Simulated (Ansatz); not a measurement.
`CC[SiH2]O[SiH3]` + `SCCS` → `CC[SiH2]CS` + `[SiH3]OCS`  (formal exchange of groups at the Si–O bond)

Calculated with Ansatz (gas phase, PBE0-D4/def2-TZVP geometries, no zero-point term in ΔE). CBS: MP2 limit from def2 TZ/QZ plus the TZ coupled-cluster correction, frozen cores. This one scheme is used for every species. DFT in def2-TZVPP. Each species was taken in one conformer, which may not be the lowest.

Problem. Is it downhill or uphill in electronic energy at CCSD(T)/CBS, and by how much? (Estimate.)

Solution. The calculation gave: Uphill: ΔE = +172.9 kJ/mol.

Problem. What do these levels give: PBE0-D4, ωB97M-V, r2SCAN, CCSD/def2-TZVPP, MP2/def2-QZVPP, CCSD/CBS(def2)? (Estimate.)

Solution. Ansatz gave: PBE0-D4 161.1, ωB97M-V 166.2, r2SCAN 165.6, CCSD/def2-TZVPP 172.3, MP2/def2-QZVPP 179.0, CCSD/CBS(def2) 175.7 kJ/mol.

Largest T1 diagnostic among the species: 0.012.

In def2-TZVPP, CCSD(T) changes the Hartree–Fock value by −13.9 kJ/mol (the triples alone add −2.8 kJ/mol) and MP2 by −6.9 kJ/mol. From PBE to PBE0 (25 % exact exchange), in def2-TZVPP and without D4, ΔE moves by +8.8 kJ/mol.
